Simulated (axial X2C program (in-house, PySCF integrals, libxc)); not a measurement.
What spin–orbit coupling does to TiB⁺

Computed with an axial X2C code built on PySCF integrals. Spin-free means the one-electron spin-free X2C Hamiltonian; two-component (2c) means X2C with spin–orbit coupling and atomic mean-field two-electron Coulomb and Gaunt terms, so the difference of the two also holds small scalar two-electron terms. Basis: Ti dyall-cv3z [10s10p6d4f2g], B dyall-v3z [7s6p2d1f] (cores contracted in-house); Gaussian nuclei, density fitting, unrestricted open shells. Masses: Ti 47.948 u, B 11.009 u.

Spin-free state: M_S = 2, Λ = 2 (beyond evenly filled blocks: σα, π+α, π-α, δ+α); fragments Ti+ + B.

| level | Re (Å) | ωe (cm⁻¹) | De (eV) | μ (D) |
| --- | --- | --- | --- | --- |
| PBE0 | 2.075 | 495.5 | 2.501 | -3.16 |
| PW91 | 2.057 | 547.3 | 3.129 | -2.92 |

Dipoles are positive if B is the positive end and refer to the centre of mass.

Two-component determinant lowest at the distance of the search:

Ω = 4 (⟨Sz⟩ = 2.00, ⟨Lz⟩ = 2.00 at PBE0); fragments Ti+ + B.

```tsv
level	Re (Å)	ωe (cm⁻¹)	μ (D)
PBE0	2.075	494.9	-3.16
PW91	2.056	547.2	-2.92
```

**Question.** From the two tables, how do the constants change at the PBE0 level (2c against spin-free)?

**Answer.** At the PBE0 level Re is unchanged within 0.001 Å and ωe goes down by 0.6 cm⁻¹.

One determinant describes the state; a PBE0 search over occupations chose it and may have missed a lower one. Dissociation energies refer to the lowest single-determinant-based atoms at the same level and basis. De is not given where an atomic determinant may have missed its ground term or J level, or where the truncated virtual space spoils (T). Density functionals use the spin component along the axis (collinear). PBE0 can misorder states that lie within some tenths of an eV, so this need not be the ground state of the molecule. The nearest other spin-free determinant of the search, M_S = 2, Λ = 0, lies 0.47 eV up at the distance of the search. The functionals have no current-density term, which raises determinants with orbital currents, atoms included. With several unpaired electrons one determinant need not be a pure state. Open-shell Ω = 0 determinants with evenly filled partner blocks cannot be reached by this program, so the Ω shown need not be the lowest component. At some level and bond length an empty orbital lies below a filled one.
